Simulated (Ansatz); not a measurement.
Total energies of the cluster Hg2TeF2 (the lowest singlet isomer of a short search) from Ansatz at PBE0-D4/def2-TZVP, gas phase (1 Eh = 27.2114 eV = 2625.5 kJ/mol). The reference geometry is relaxed at PBE0-D4/def2-SVP.

Cartesian coordinates in Å:
```
Hg -1.688 0.552 -0.565
Hg 1.519 -0.642 0.870
Te -0.949 -0.502 1.703
F -2.260 1.346 -2.265
F 3.379 -0.754 0.256
```

| state | geometry | energy (Eh) |
| --- | --- | --- |
| charge 0 singlet | reference | -774.67534 |
| charge 1 doublet | reference | -774.33949 |
| free Hg atom (singlet) | – | -153.51485 |
| free Te atom (triplet) | – | -267.99464 |
| free F atom (doublet) | – | -99.67617 |

In the def2 sets Hg, Te take a core potential; there is no spin–orbit coupling.

(1) Work out the vertical ionisation energy to the doublet.

(2) What is the binding energy per atom against free atoms?

(1) E(charge 1 doublet) − E(charge 0 singlet) = -774.33949 − (-774.67534) = 0.33585 Eh = 9.14 eV. For comparison, −ε of the highest occupied level is 7.32 eV at this level, 1.82 eV less.

(2) Atoms: 2 × (-153.51485) + 1 × (-267.99464) + 2 × (-99.67617) = -774.37668 Eh. Binding: -774.37668 − (-774.67534) = 0.29866 Eh = 8.13 eV, or 1.63 eV for each of 5 atoms (no zero-point energy, no counterpoise term).

The structure comes from a short search, and lower isomers may exist.
